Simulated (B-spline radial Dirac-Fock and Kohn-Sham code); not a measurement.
These are calculated numbers from a radial atomic solver; the model is the Dirac equation of a negative muon with reduced mass in the field of a spherical finite nucleus, with the Uehling potential to all orders; nuclear polarisation, deformation, hyperfine structure, self-energy, higher-order vacuum polarisation, relativistic recoil and electron screening are left out. The nuclear charge is a Fermi distribution (skin thickness 2.3 fm).

Q: A muonic atom of atomic mass 179.95 u emits these computed lines: 2p3/2 → 1s1/2 5214 keV, 3d5/2 → 2p3/2 1973 keV, 4f7/2 → 3d5/2 721.0 keV, 5g9/2 → 4f7/2 331.8 keV. Which element is it, and what rms charge radius was used?

A: Hafnium (Z = 72, nuclide ¹⁸⁰Hf); the high transitions hardly feel the nucleus and fix Z. The 2p → 1s line lies 6826 keV below the value for a point nucleus without QED, which for this nuclear model gives a radius near 5.35 fm (5.347 fm was used).
